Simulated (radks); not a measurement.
Valence configurations of Fe+ (all share [Ar]). Method: non-relativistic Kohn-Sham, r2SCAN, spin-polarised, spherical densities, point nucleus; open shells are filled with parallel spins first; meta-GGA in the generalised Kohn-Sham scheme; computed with a radial shooting solver on a logarithmic mesh with Libxc functionals. Energies are relative to 3d6 4s1; eigenvalues in eV for spin up.

valence          E (eV)  moment (Bohr magnetons)    e(3d)    e(4p)    e(4s)
3d6 4s1           0.000                        5  -18.055        -  -13.197
3d4 4s1 4p2      24.690                        7  -33.240  -11.995  -18.694
3d6 4p1           5.299                        5  -19.410   -8.452        -
3d5.5 4s1 4p0.5   2.803                        6  -21.724   -8.920  -14.658
3d5 4s2           3.259                        5  -24.529        -  -14.576
3d5 4s1 4p1       6.314                        7  -25.605   -9.996  -16.047
3d6.5 4p0.5       2.797                        4  -15.998   -7.254        -
3d5.5 4s1.5       1.474                        5  -21.208        -  -13.914
3d7               0.840                        3  -12.819        -        -
3d4 4p3          31.380                        7  -34.431  -12.509        -

NIST lists [Ar] 3d6 4s1 as the ground configuration; this level of theory agrees among the configurations tried. The energies are those of spherical high-spin densities, not of single terms.
